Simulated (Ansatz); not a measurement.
Cartesian coordinates in Å:
```
C -0.321 0.553 0.640
Ga 0.405 -0.633 -0.750
H -1.222 0.093 1.061
H 0.382 0.716 1.458
H -0.620 1.517 0.224
H -0.244 -0.658 -2.184
H 1.621 -1.587 -0.449
```

Total charge 0; spin multiplicity 1.

List the ωB97M-V/def2-TZVPP orbital energies in eV (Ansatz 0.2.0). (An estimate is asked.)

The calculation gave: Occupied: -10153.25, -1256.77, -1110.98, -1110.85, -1110.84, -280.89, -154.10, -106.66, -106.32, -106.29, -25.74, -25.57, -25.57, -25.44, -25.41, -21.69, -14.74, -13.61, -13.48, -10.46, -10.25. Lowest empty: 0.29, 2.26, 3.35, 4.09, 4.34, 4.73, 4.94, 6.24.
